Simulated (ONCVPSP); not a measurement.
An odd input for ONCVPSP 4.0.1 (Nb (Z = 41))

Command:

```bash
oncvpsp.x < Nb.dat > Nb.out
```

Input:

```
# ATOM AND REFERENCE CONFIGURATION
# atsym  z   nc   nv     iexc    psfile
  Nb 41.00    6    3  -116133      upf
#
#   n    l    f
    1    0    2.00
    2    0    2.00
    2    1    6.00
    3    0    2.00
    3    1    6.00
    3    2   10.00
    4    0    2.00
    4    1    6.00
    4    2    3.00
#
# PSEUDOPOTENTIAL AND OPTIMIZATION
# lmax
    2
#
#   l,   rc,      ep,       ncon, nbas, qcut
    0    1.75    0.00    4    8    7.90
    1    1.60    0.00    5    9    6.70
    2    1.60    0.00    3    8   18.00
#
# LOCAL POTENTIAL
# lloc, lpopt,  rc(5),   dvloc0
    2    5    1.60    0.00
#
# VANDERBILT-KLEINMAN-BYLANDER PROJECTORs
# l, nproj, debl
    0    2    1.70
    1    2    1.10
    2    0    3.80
#
# MODEL CORE CHARGE
# icmod, fcfact, rcfact
    1    0.55    0.00
#
# LOG DERIVATIVE ANALYSIS
# epsh1, epsh2, depsh
   -4.00    5.00    0.02
#
# OUTPUT GRID
# rlmax, drl
    6.00    0.01
#
# TEST CONFIGURATIONS
# ncnf
    4
# nvcnf
#   n    l    f
    4
    4    0    2.00
    4    1    6.00
    4    2    4.00
    5    0    1.00
#
    3
    4    0    2.00
    4    1    6.00
    4    2    4.00
#
    3
    4    0    2.00
    4    1    6.00
    4    2    2.00
#
    4
    4    0    1.00
    4    1    6.00
    4    2    4.00
    5    0    1.00
#
```

This is an input that runs to its end, with one change: qcut of l = 2 set to 18.00.

Question: How does the run end?

Answer: The program runs through. Ghost flags: GHOST(+) s at 67.6 eV; the largest excitation error among the 4 tests with output is 66.7 meV, against 87.1 meV for the unchanged input. Messages: WARNING scattering state with energy 0.25000000; WARNING wellstate: negative energy specified for n= 5 l= 0; WARNING wellstate: negative energy specified for n= 5 l= 1.

```
      AE_ref= -3.81673729D+03  AE_tst= -3.81725283D+03  dif= -5.16D-01
      PS_ref= -5.62801061D+01  PS_tst= -5.67956795D+01  dif= -5.16D-01
      PSP excitation error=  3.35D-05

Test configuration 3

   n   l     f        eae           eps        diff
   1   0  2.0000 -691.91006053
   2   0  2.0000  -97.78475345
   2   1  6.0000  -87.45508627
   3   0  2.0000  -17.26373727
   3   1  6.0000  -13.88805511
   3   2 10.0000   -8.36649568
   4   0  2.0000   -3.26613919   -3.26558217    5.57D-04
   4   1  6.0000   -2.37351583   -2.37302749    4.88D-04
   4   2  2.0000   -1.12314509   -1.12289363    2.51D-04

    Total energies and differences
      AE_ref= -3.81673729D+03  AE_tst= -3.81582969D+03  dif=  9.08D-01
      PS_ref= -5.62801061D+01  PS_tst= -5.53726097D+01  dif=  9.07D-01
      PSP excitation error=  1.02D-04

Test configuration 4

   n   l     f        eae           eps        diff
   1   0  2.0000 -691.29719512
   2   0  2.0000  -97.13990266
   2   1  6.0000  -86.81244862
   3   0  2.0000  -16.62032050
   3   1  6.0000  -13.24428977
   3   2 10.0000   -7.72038937
   4   0  1.0000   -2.57898552   -2.58270320   -3.72D-03
   4   1  6.0000   -1.68621415   -1.68734479   -1.13D-03
   4   2  4.0000   -0.46419200   -0.46381690    3.75D-04
   5   0  1.0000   -0.39716761   -0.39745126   -2.84D-04

    Total energies and differences
      AE_ref= -3.81673729D+03  AE_tst= -3.81514606D+03  dif=  1.59D+00
      PS_ref= -5.62801061D+01  PS_tst= -5.46864313D+01  dif=  1.59D+00
      PSP excitation error= -2.45D-03
```
